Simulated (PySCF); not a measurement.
## Two-component Hartree-Fock for Pd(3+) (palladium, charge +3)

Start: [Kr] 4d6 5p1; 4d3/2 filled at m_j = +3/2; 4d5/2 filled at m_j = -3/2, -1/2, +1/2, +3/2, +5/2; 5p3/2 filled at m_j = +3/2. Calculated with PySCF 2.14 in x2c-TZVPall-2c (8s9p7d1f, 77 functions): generalised Hartree-Fock with the X2C-1e Hamiltonian and a Gaussian nucleus; one run each with spin-orbit coupling (SO) switched off, then screened by Boettger's factors. This is a chosen level, not necessarily the ground level.

```json
{"spinor shell": "1s1/2", "electrons": "2", "ε, spin-free (eV)": "-24525.0", "ε, screened SO (eV)": "-24523.3", "weight of nominal j (screened SO)": "1.000", "rms radius, screened SO (bohr)": "0.0365"}
{"spinor shell": "2s1/2", "electrons": "2", "ε, spin-free (eV)": "-3707.5", "ε, screened SO (eV)": "-3707.0", "weight of nominal j (screened SO)": "1.000", "rms radius, screened SO (bohr)": "0.150"}
{"spinor shell": "2p1/2", "electrons": "2", "ε, spin-free (eV)": "-3322.2", "ε, screened SO (eV)": "-3432.6", "weight of nominal j (screened SO)": "1.000", "rms radius, screened SO (bohr)": "0.130"}
{"spinor shell": "3s1/2", "electrons": "2", "ε, spin-free (eV)": "-745.26", "ε, screened SO (eV)": "-745.13", "weight of nominal j (screened SO)": "1.000", "rms radius, screened SO (bohr)": "0.403"}
{"spinor shell": "3p1/2", "electrons": "2", "ε, spin-free (eV)": "-615.42", "ε, screened SO (eV)": "-635.38", "weight of nominal j (screened SO)": "1.000", "rms radius, screened SO (bohr)": "0.399"}
{"spinor shell": "3p3/2", "electrons": "4", "ε, spin-free (eV)": "-615.42", "ε, screened SO (eV)": "-606.13", "weight of nominal j (screened SO)": "1.000", "rms radius, screened SO (bohr)": "0.409"}
{"spinor shell": "3d3/2", "electrons": "4", "ε, spin-free (eV)": "-409.44", "ε, screened SO (eV)": "-413.19", "weight of nominal j (screened SO)": "0.976", "rms radius, screened SO (bohr)": "0.387"}
{"spinor shell": "3d5/2", "electrons": "6", "ε, spin-free (eV)": "-409.44", "ε, screened SO (eV)": "-406.82", "weight of nominal j (screened SO)": "0.984", "rms radius, screened SO (bohr)": "0.390"}
{"spinor shell": "4s1/2", "electrons": "2", "ε, spin-free (eV)": "-152.71", "ε, screened SO (eV)": "-152.71", "weight of nominal j (screened SO)": "1.000", "rms radius, screened SO (bohr)": "0.998"}
{"spinor shell": "4p1/2", "electrons": "2", "ε, spin-free (eV)": "-112.03", "ε, screened SO (eV)": "-119.05", "weight of nominal j (screened SO)": "0.739", "rms radius, screened SO (bohr)": "1.08"}
{"spinor shell": "4p3/2", "electrons": "4", "ε, spin-free (eV)": "-112.03", "ε, screened SO (eV)": "-108.65", "weight of nominal j (screened SO)": "0.869", "rms radius, screened SO (bohr)": "1.09"}
{"spinor shell": "4d5/2", "electrons": "5", "ε, spin-free (eV)": "-56.379", "ε, screened SO (eV)": "-57.255", "weight of nominal j (screened SO)": "0.549", "rms radius, screened SO (bohr)": "1.35"}
{"spinor shell": "4d3/2", "electrons": "1", "ε, spin-free (eV)": "-56.379", "ε, screened SO (eV)": "-52.333", "weight of nominal j (screened SO)": "0.756", "rms radius, screened SO (bohr)": "1.37"}
{"spinor shell": "5p3/2", "electrons": "1", "ε, spin-free (eV)": "-28.323", "ε, screened SO (eV)": "-28.137", "weight of nominal j (screened SO)": "1.000", "rms radius, screened SO (bohr)": "2.97"}
```

(1) Where does 2p3/2 lie, and what is the 2p spin-orbit splitting (screened SO)?

```csv
quantity,spin-free,screened SO
E (hartree),-5039.64105,-5040.50020
M_J,11/2,11/2
⟨J²⟩,35.754,35.760
⟨L²⟩,12.004,12.167
⟨S²⟩,8.750,8.670
```

Each row is a mean over spinors that exchange with the open shell spreads, by up to 11.619 eV (4p3/2).

Rows whose weight is well below 1 are mixtures of j = l ± 1/2: exchange outweighs spin-orbit coupling there, and the label is only the starting occupation.

Breit and QED terms are absent; they matter most for the inner s and p1/2 levels.

Densities and radii are taken from the X2C orbitals without a picture-change correction, which distorts them close to the nucleus.

Without spin-orbit coupling the j labels of p, d and f shells carry no meaning; the spin-free column gives the mean over the occupied spinors of each nl shell.

Answers

(1) At -3271.1 eV, 161.48 eV above 2p1/2.
